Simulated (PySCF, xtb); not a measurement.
C2H7FOSi, SMILES C(O)[Si@@H](F)C.

GFN2-xTB (xtb) at its own geometry gives an orbital gap of 6.25 eV and a dipole moment of 2.88 D.

Geometry optimised at PBE0-D3(BJ)/def2-SVP. The structure was generated by enumeration; whether it is a known compound was not checked. Other conformers were not sampled.

Task: What does PBE/def2-TZVP (PySCF) give? (The exact figures need the calculation; the answer reports its results.)

Result: gap 6.18 eV (levels -6.45 and -0.27 eV), dipole 2.94 D.
